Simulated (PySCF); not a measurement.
Compound: (Cl)2Sn(OSiH2)2O.
Bonds: Sn1–Cl2, Sn1–Cl3, Sn1–O4, Sn1–O8, O4–Si5, Si5–O6, O6–Si7, Si7–O8. Hydrogens: H9, H10 on Si5; H11, H12 on Si7.

Computed by this run: PBE0-D3(BJ)/def2-SVP geometry optimisation, gas phase, def2 core potentials past Kr in PySCF; density fitting, grid level 1; the optimiser is geomeTRIC in internal coordinates, started from a GFN2-xTB structure with every atom displaced at random (about 0.03 Å).

Step 0: E = -52806.5856 eV
```
atom  x, y, z in Å  |  force x, y, z in eV/Å
Sn1    -1.4459   -0.4509   -0.9801    0.054   1.993  -0.528
Cl2    -2.8448    1.2360   -1.7982    0.130  -0.389   0.130
Cl3    -2.1768   -2.4874   -1.4874   -0.486  -1.485  -0.394
O4     -1.2515   -0.1667    0.9202   -4.521  -1.199  -2.618
Si5    -0.0153    0.1365    1.7728    2.596   1.634   4.550
O6      1.2749    0.3406    0.8399    1.220   0.078   0.087
Si7     1.6673    0.2439   -0.7299    0.202   0.156  -0.089
O8      0.3503   -0.0679   -1.6335   -1.311  -0.594  -0.776
H9     -0.2514    1.4615    2.4865    0.136  -0.583  -0.003
H10     0.2210   -1.0205    2.6637    0.116  -0.036   0.324
H11     2.0381    1.5691   -1.1087    0.892   0.993  -0.468
H12     2.5495   -0.8770   -0.8944    0.973  -0.569  -0.214
```

Step 1: E = -52807.2672 eV
```
atom  x, y, z in Å  |  force x, y, z in eV/Å
Sn1    -1.5021   -0.4225   -1.0206    0.340   0.244   0.394
Cl2    -2.9271    1.1992   -1.8377   -0.095  -0.079   0.001
Cl3    -2.2207   -2.5537   -1.5680    0.083   0.147   0.006
O4     -1.3261   -0.1635    0.9292   -1.293  -0.426  -1.093
Si5    -0.0255    0.1595    1.8420    0.914   0.193   1.004
O6      1.2858    0.3507    0.8560    0.183   0.033  -0.236
Si7     1.6790    0.2603   -0.7507    0.078  -0.012   0.042
O8      0.3159   -0.0546   -1.6577   -0.284  -0.141  -0.005
H9     -0.2297    1.4294    2.5927   -0.046  -0.051   0.007
H10     0.2421   -0.9862    2.7612   -0.040   0.080  -0.020
H11     2.2106    1.5876   -1.1738    0.090  -0.167  -0.028
H12     2.6134   -0.8890   -0.9217    0.072   0.179  -0.072
```

Step 2: E = -52807.3223 eV
```
atom  x, y, z in Å  |  force x, y, z in eV/Å
Sn1    -1.4991   -0.3965   -1.0078    0.019   0.073  -0.010
Cl2    -2.9771    1.1780   -1.8188   -0.049  -0.029  -0.001
Cl3    -2.1785   -2.5290   -1.5788    0.025   0.050  -0.015
O4     -1.3549   -0.1715    0.9239   -0.396  -0.146  -0.065
Si5    -0.0309    0.1613    1.8516    0.457   0.056   0.232
O6      1.2876    0.3450    0.8527   -0.110  -0.015  -0.076
Si7     1.6868    0.2507   -0.7566   -0.028  -0.024  -0.021
O8      0.3063   -0.0421   -1.6536    0.150  -0.006   0.005
H9     -0.2494    1.4254    2.5998   -0.026   0.031  -0.019
H10     0.2282   -0.9700    2.7832   -0.021  -0.001  -0.036
H11     2.2647    1.5507   -1.1946   -0.002  -0.061   0.014
H12     2.6319   -0.8849   -0.9499   -0.018   0.073  -0.007
```

Question: Estimate the geometry and energy of step 3. (The exact step hangs on the optimiser's Hessian estimate; all steps are aligned on step 2, rigid shifts and turns removed.)

Answer: E = -52807.3301 eV, largest force 0.189 eV/Å
```
atom  x, y, z in Å  |  force x, y, z in eV/Å
Sn1    -1.4989   -0.3831   -1.0023    0.059   0.073   0.040
Cl2    -3.0102    1.1646   -1.8048    0.008  -0.007   0.001
Cl3    -2.1539   -2.5126   -1.6011   -0.010  -0.004  -0.006
O4     -1.3702   -0.1833    0.9364   -0.072  -0.074   0.037
Si5    -0.0295    0.1629    1.8589    0.173   0.045  -0.061
O6      1.2817    0.3404    0.8466   -0.154  -0.024   0.007
Si7     1.6902    0.2439   -0.7602   -0.035  -0.007  -0.012
O8      0.3082   -0.0324   -1.6564    0.057   0.006   0.010
H9     -0.2568    1.4358    2.5910    0.002   0.008  -0.021
H10     0.2297   -0.9604    2.7958   -0.002  -0.024  -0.012
H11     2.2916    1.5297   -1.1967   -0.012   0.019   0.011
H12     2.6336   -0.8884   -0.9563   -0.014  -0.010   0.006
```

The energy changes by -0.0078 eV. The first-order estimate −F·Δx gives -0.0168 eV and the mean of the old and new forces, exact on a quadratic surface, -0.0101 eV. The step makes an angle of 72° with the force vector and moves no atom by more than 0.038 Å.

The cost below is that of the whole optimisation. Hardware: one thread of an AMD EPYC 9B45, no GPU, shared host with 96 logical CPUs at a one-minute load of 24. Cost: 2.5 min of wall time, 0.74 GiB resident at most.
